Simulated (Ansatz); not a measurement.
Ansatz (a first-principles code) input for In(H)(SH)2 (H3InS2), SMILES [SH][InH][SH], B3LYP-D3(BJ)/def2-SVP. 

Ansatz 0.2 input:
```yaml
crystal:
  periodic: [false, false, false]
  atoms:
    - {symbol: In, position_ang: [-0.00000000, 0.00000000, -0.46334886]}
    - {symbol: H, position_ang: [0.00000000, 0.00000000, -2.20145973]}
    - {symbol: S, position_ang: [-0.00000000, 2.05599647, 0.79631186]}
    - {symbol: H, position_ang: [0.00000000, 2.82603600, -0.28821279]}
    - {symbol: S, position_ang: [0.00000000, -2.05599647, 0.79631185]}
    - {symbol: H, position_ang: [-0.00000000, -2.82603600, -0.28821281]}
basis:
  gaussian:
    orbitals: def2-SVP
hamiltonian:
  xc: b3lyp
  dispersion: d3bj
relax: {f_tol: 0.002, max_steps: 200}
```

Program output:

```
WARN ansatz: RAYON_NUM_THREADS=1 ignored (pool sized by the plan → 1); use --threads N
Functional definition: B3LYP
integrals: 0.03 GiB planned
869 factors; integrals over basis functions are off by at most 4.1e-4 eV
mean field: 0.29 GiB planned
mean field evaluation 1: about -26889.2742 eV, gradient 2.3e1 eV
mean field evaluation 2: about -26887.6412 eV, gradient 3.2e1 eV
mean field evaluation 4: about -26890.8827 eV, gradient 5.1e-1 eV
mean field evaluation 8: about -26890.8794 eV, gradient 6.3e-3 eV
mean field -26890.87941183 eV, -988.2215910920 hartree, gradient 2.9e-5 eV, S^2 0.000000; 0 other end points of the search recorded, 0 dependent functions left out
the calculation of the forces begins
reference -26890.87965677 eV, -988.2216000934 hartree; 28, 28 occupied and 49, 49 virtual orbitals, 869 factors
relax step   1: F+E_penalty+E_count = -26891.14442618 eV  Δ(F+E_penalty+E_count) = +0.000e0 eV  max|allowed force component| = 7.076e-1 eV/Å  Δτ_max = 0.0000 Å  (24 SCF iters, accepted)
these checks for a lower state are left out or cut short: starts, cluster_reference, orbital_swaps, neighbouring_geometries, increment
integrals: 0.03 GiB planned
869 factors; integrals over basis functions are off by at most 4.1e-4 eV
mean field: 0.29 GiB planned
mean field evaluation 16: about -26890.8477 eV, gradient 8.9e-2 eV
mean field -26890.84431115 eV, -988.2203011658 hartree, gradient 9.0e-6 eV, S^2 0.000000; 0 other end points of the search recorded, 0 dependent functions left out
the calculation of the forces begins
reference -26890.84455300 eV, -988.2203100535 hartree; 28, 28 occupied and 49, 49 virtual orbitals, 869 factors
relax step   2: F+E_penalty+E_count = -26891.11314613 eV  Δ(F+E_penalty+E_count) = +3.128e-2 eV  max|allowed force component| = 3.242e-1 eV/Å  Δτ_max = 0.1512 Å  (27 SCF iters, rejected (line search))
these checks for a lower state are left out or cut short: starts, cluster_reference, orbital_swaps, neighbouring_geometries, increment
integrals: 0.03 GiB planned
869 factors; integrals over basis functions are off by at most 4.1e-4 eV
mean field: 0.29 GiB planned
mean field -26890.89511183 eV, -988.2221680562 hartree, gradient 1.5e-5 eV, S^2 0.000000; 0 other end points of the search recorded, 0 dependent functions left out
the calculation of the forces begins
reference -26890.89535540 eV, -988.2221770076 hartree; 28, 28 occupied and 49, 49 virtual orbitals, 869 factors
relax step   3: F+E_penalty+E_count = -26891.16153514 eV  Δ(F+E_penalty+E_count) = -1.711e-2 eV  max|allowed force component| = 2.456e-1 eV/Å  Δτ_max = 0.0468 Å  (26 SCF iters, accepted)
these checks for a lower state are left out or cut short: starts, cluster_reference, orbital_swaps, neighbouring_geometries, increment
integrals: 0.03 GiB planned
869 factors; integrals over basis functions are off by at most 4.1e-4 eV
mean field: 0.29 GiB planned
mean field evaluation 32: about -26890.9070 eV, gradient 7.7e-3 eV
mean field -26890.90365713 eV, -988.2224820905 hartree, gradient 2.4e-5 eV, S^2 0.000000; 0 other end points of the search recorded, 0 dependent functions left out
the calculation of the forces begins
reference -26890.90390148 eV, -988.2224910699 hartree; 28, 28 occupied and 49, 49 virtual orbitals, 869 factors
relax step   4: F+E_penalty+E_count = -26891.16967254 eV  Δ(F+E_penalty+E_count) = -8.137e-3 eV  max|allowed force component| = 3.494e-2 eV/Å  Δτ_max = 0.0391 Å  (26 SCF iters, accepted)
these checks for a lower state are left out or cut short: starts, cluster_reference, orbital_swaps, neighbouring_geometries, increment
integrals: 0.03 GiB planned
869 factors; integrals over basis functions are off by at most 4.1e-4 eV
mean field: 0.29 GiB planned
mean field -26890.90430573 eV, -988.2225059261 hartree, gradient 1.4e-5 eV, S^2 0.000000; 0 other end points of the search recorded, 0 dependent functions left out
the calculation of the forces begins
reference -26890.90455032 eV, -988.2225149146 hartree; 28, 28 occupied and 49, 49 virtual orbitals, 869 factors
relax step   5: F+E_penalty+E_count = -26891.17053891 eV  Δ(F+E_penalty+E_count) = -8.664e-4 eV  max|allowed force component| = 4.320e-2 eV/Å  Δτ_max = 0.0092 Å  (26 SCF iters, accepted)
these checks for a lower state are left out or cut short: starts, cluster_reference, orbital_swaps, neighbouring_geometries, increment
integrals: 0.03 GiB planned
869 factors; integrals over basis functions are off by at most 4.1e-4 eV
mean field: 0.29 GiB planned
mean field -26890.90496408 eV, -988.2225301197 hartree, gradient 1.4e-5 eV, S^2 0.000000; 0 other end points of the search recorded, 0 dependent functions left out
the calculation of the forces begins
reference -26890.90520933 eV, -988.2225391327 hartree; 28, 28 occupied and 49, 49 virtual orbitals, 869 factors
relax step   6: F+E_penalty+E_count = -26891.17200448 eV  Δ(F+E_penalty+E_count) = -1.466e-3 eV  max|allowed force component| = 7.819e-3 eV/Å  Δτ_max = 0.0279 Å  (25 SCF iters, accepted)
these checks for a lower state are left out or cut short: starts, cluster_reference, orbital_swaps, neighbouring_geometries, increment
integrals: 0.03 GiB planned
869 factors; integrals over basis functions are off by at most 4.1e-4 eV
mean field: 0.29 GiB planned
mean field -26890.90479648 eV, -988.2225239608 hartree, gradient 2.4e-5 eV, S^2 0.000000; 0 other end points of the search recorded, 0 dependent functions left out
the calculation of the forces begins
reference -26890.90504185 eV, -988.2225329778 hartree; 28, 28 occupied and 49, 49 virtual orbitals, 869 factors
relax step   7: F+E_penalty+E_count = -26891.17205272 eV  Δ(F+E_penalty+E_count) = -4.825e-5 eV  max|allowed force component| = 1.308e-3 eV/Å  Δτ_max = 0.0053 Å  (21 SCF iters, accepted)
integrals: 0.03 GiB planned
869 factors; integrals over basis functions are off by at most 4.1e-4 eV
mean field: 0.29 GiB planned
mean field evaluation 64: about -26889.2975 eV, gradient 2.3e1 eV
mean field -26890.90479648 eV, -988.2225239608 hartree, gradient 2.4e-5 eV, S^2 0.000000; 1 other end points of the search recorded, 0 dependent functions left out
the calculation of the forces begins
reference -26890.90504185 eV, -988.2225329778 hartree; 28, 28 occupied and 49, 49 virtual orbitals, 869 factors
Total energy: -26891.17229809 eV, -988.2323544635 hartree
Atom 0 at     0.000000     0.000000    -0.538921 Å, force    -0.000000    -0.000000    -0.000759 eV/Å
Atom 1 at     0.000000    -0.000000    -2.262557 Å, force     0.000000    -0.000000    -0.000955 eV/Å
Atom 2 at    -0.000000     2.002411     0.823366 Å, force     0.000000     0.001308     0.000087 eV/Å
Atom 3 at    -0.000000     2.832381    -0.246933 Å, force    -0.000000     0.000284     0.000770 eV/Å
Atom 4 at     0.000000    -2.002411     0.823366 Å, force     0.000000    -0.001308     0.000087 eV/Å
Atom 5 at    -0.000000    -2.832381    -0.246933 Å, force    -0.000000    -0.000284     0.000770 eV/Å
Dipole moment:    -0.000000     0.000000    -0.538743 e Å
```

The calculation finished and met its thresholds.

Cost: about 12 core-seconds (a rough figure).
